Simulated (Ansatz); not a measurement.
The first iterations of a band of C2H9AlSSi (14 atoms, charge 0, multiplicity 1).

Level of theory: RKS BLYP-D4/def2-SVP (Ansatz).

```json
{
  "movable images": "5",
  "climbing image": "yes",
  "spring": "5.0 eV/Å²",
  "optimiser": "quadratic models (default)",
  "start path": "through a guess of the saddle point",
  "force threshold": "0.5 eV/Å",
  "iteration limit": "60",
  "end points": "relaxed"
}
```

Image 0:

```xyz
14
Properties=species:S:1:pos:R:3
C -2.458 0.180 -1.291
Al -0.910 -0.995 -0.933
Si 0.715 -0.439 0.847
C 1.470 1.310 0.692
S 2.288 -1.968 0.712
H -2.394 0.595 -2.323
H -3.408 -0.398 -1.255
H -2.552 1.035 -0.591
H -0.718 -2.311 -1.824
H 0.070 -0.514 2.213
H 2.001 1.429 -0.274
H 0.678 2.087 0.756
H 2.197 1.497 1.508
H 3.008 -1.537 1.791
```

Image 6:

```xyz
14
Properties=species:S:1:pos:R:3
C -2.445 0.276 -1.455
Al -1.082 -0.917 -0.640
Si 0.168 -0.223 1.360
C 1.174 1.403 0.975
S 1.860 -1.831 1.014
H -2.364 0.266 -2.565
H -3.469 -0.090 -1.217
H -2.378 1.332 -1.121
H -1.116 -2.464 -1.097
H 2.791 -1.486 0.044
H 1.782 1.378 0.047
H 0.437 2.228 0.865
H 1.838 1.675 1.823
H 2.791 -1.575 1.997
```

| iteration | highest image above the first end (eV) | largest band force component (eV/Å) |
| --- | --- | --- |
| 1 | 52.878 | 238.165 |
| 2 | 19.837 | 86.282 |
| 3 | 11.376 | 45.726 |
| 4 | 5.640 | 20.383 |

**Question.** Does the band converge within its limit, and where does its top end?

**Answer.** The forces met the threshold. It ended after 12 iterations with the highest image 2.631 eV above the first end. The threshold of 0.5 eV/Å is loose, so the images may lie well off the minimum-energy path. Neighbouring images differ by up to 2.0 eV, so the band resolves the path poorly. The order of the stationary point at the top wasn't checked. The orbitals stay closed-shell, which can raise the energy where a bond breaks towards radicals; this wasn't checked here.

Time of the run: 3.2 min on 2 threads of Arm Neoverse V1 (shared host), peak memory 0.18 GiB.
